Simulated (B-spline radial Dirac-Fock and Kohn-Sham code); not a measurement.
Spin-orbit splitting of the 3d hole in neutral atoms, Cu to In. Model: relaxed Dirac-Fock hole states (ΔSCF) with Breit and QED corrections and a finite nucleus. Program: an atomic code on a B-spline grid.

```csv
Z,element,3d3/2 (eV),3d5/2 (eV),splitting (eV)
29,Cu,7.67,7.42,0.2470
30,Zn,14.90,14.57,0.3292
31,Ga,25.25,24.82,0.4293
32,Ge,36.71,36.16,0.5472
33,As,49.27,48.59,0.6850
34,Se,62.92,62.08,0.8448
35,Br,77.64,76.61,1.029
36,Kr,93.42,92.18,1.238
37,Rb,117.4,115.9,1.477
38,Sr,143.0,141.3,1.748
40,Zr,190.9,188.5,2.389
41,Nb,212.2,209.5,2.764
42,Mo,237.9,234.7,3.178
43,Tc,268.9,265.2,3.642
46,Pd,345.3,339.9,5.361
47,Ag,380.7,374.6,6.033
48,Cd,418.2,411.4,6.767
49,In,459.0,451.5,7.566
```

Q: How does the splitting scale with Z?

A: A power law fitted over this range goes as Z^6.40. A fit of the fourth root gives (Z − 13.9)⁴, with a largest misfit of 7.4 %.

Values without a named source are computed, but for edge energies of neutral atoms, which are taken from tables.
